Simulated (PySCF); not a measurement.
Polarisability and C₆ of B(2+) (boron, charge +2)

[He] 2s1, 2S determinant. Computed with PySCF 2.14 in aug-cc-pCVTZ-DK (7s6p4d2f, 59 functions), with scalar relativity by spin-free X2C-1e. Coupled (time-dependent) response in atomic units; α is the mean over directions.

```csv
method,mean α (bohr³),C₆ (like pair),S(−4)
UHF,7.912,11.12,153.6
PBE,6.968,9.255,118.9
PBE0,7.184,9.673,126.4
PBEsol,6.930,9.216,116.8
M06,6.373,7.783,108.8
```

S(−4) is the Cauchy moment in α(ω) = α(0) + S(−4) ω² + …

α(iu) at M06:

| u (hartree) | α(iu) (bohr³) |
| --- | --- |
| 0 | 6.373 |
| 0.0500 | 6.113 |
| 0.100 | 5.451 |
| 0.200 | 3.844 |
| 0.300 | 2.632 |
| 0.500 | 1.395 |
| 0.750 | 0.7908 |
| 1.00 | 0.5213 |
| 1.50 | 0.2853 |
| 2.00 | 0.1840 |
| 3.00 | 0.09880 |
| 5.00 | 0.04642 |

For an ion, C₆ is the dispersion term alone; charge-induced terms of lower order in 1/R come first.
